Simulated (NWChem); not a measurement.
Species: YF2 cation; SMILES [F][Y+][F]

```xyz
3

Y      0.0000     0.0000     0.3489
F     -1.5752     0.0000    -0.7559
F      1.5752     0.0000    -0.7559
```
Atoms are numbered in this order, from 1.

All runs use the structure optimised with PBE-D3(BJ)/def2-SVP. The spin multiplicity was typed, not searched, and may not be the lowest. def2 effective core potentials on Y; no spin-orbit coupling.

Symmetry labels are those of C2v in the frame above (b1 and b2, or b-type labels, depend on it).

Problem. List the 4 lowest vertical singlet excitations and the 4 lowest triplet ones from BHandHLYP/def2-SVP with def2 effective core potentials on Y, TDA (NWChem).

Solution. 
```csv
state,energy (eV),oscillator strength,symmetry,leading excitation (squared amplitude)
S1,7.48,0.005,b1,HOMO → LUMO (0.94)
S2,7.76,0.000,a1,HOMO−1 → LUMO (0.94)
S3,7.82,0.022,b2,HOMO−2 → LUMO (0.94)
S4,8.01,0.000,a2,HOMO−3 → LUMO (0.94)
T1,7.42,spin-forbidden,b1,HOMO → LUMO (0.94)
T2,7.70,spin-forbidden,a1,HOMO−1 → LUMO (0.92)
T3,7.73,spin-forbidden,b2,HOMO−2 → LUMO (0.93)
T4,7.92,spin-forbidden,a2,HOMO−3 → LUMO (0.93)
```
